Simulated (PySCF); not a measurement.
Question: Write Cartesian coordinates for `C/C=C\SC(C)(C)C` as optimised with PBE0-D3(BJ)/def2-SVP.

Answer: 
```
atom  x, y, z in Å
C1     3.4034   -0.3197   -0.9479
C2     2.4737    0.8466   -0.9403
C3     1.1503    0.8028   -0.7305
S4     0.2407   -0.6617   -0.4111
C5    -1.4989   -0.0478   -0.2826
C6    -1.6386    0.9260    0.8824
C7    -2.3073   -1.3151   -0.0106
C8    -1.9409    0.5879   -1.5961
H9     3.9449   -0.3907   -1.9062
H10    4.1697   -0.2261   -0.1597
H11    2.8723   -1.2699   -0.7896
H12    2.9114    1.8343   -1.1224
H13    0.5686    1.7291   -0.7505
H14   -2.6895    1.2458    0.9801
H15   -1.3281    0.4555    1.8265
H16   -1.0296    1.8305    0.7378
H17   -3.3754   -1.0616    0.0793
H18   -2.1947   -2.0423   -0.8289
H19   -1.9883   -1.7965    0.9261
H20   -1.3635    1.4954   -1.8270
H21   -1.8179   -0.1145   -2.4332
H22   -3.0035    0.8766   -1.5344
```

Any rigid rotation of these coordinates is as good. Atoms count from 1 in this order. The 2 C–S bonds span 1.753 Å (C3–S4, drawn single) to 1.849 Å (S4–C5, drawn single), a spread of 0.096 Å. Of the pairs four or more bonds apart, S4···H11 is among the closest relative to their van der Waals radii: 2.73 Å, 91 % of the sum of Bondi's values. The 5 C–C bonds span 1.341 Å (C2=C3, drawn double) to 1.528 Å (C5–C7, drawn single), a spread of 0.187 Å.

Bonds between heavy atoms (Å): C1–C2 1.492, C2=C3 1.341, C3–S4 1.753, S4–C5 1.849, C5–C6 1.525, C5–C7 1.528, C5–C8 1.525.

Theory: PBE0-D3(BJ)/def2-SVP geometry optimisation, gas phase in PySCF.

Point group: near Cs, missed by 0.15 Å at most; the miss may be what the optimiser left on a soft mode. Whether it is a minimum is left open (no frequencies). The numbers are those of one conformer (C2–C3–S4–C5 -178°).
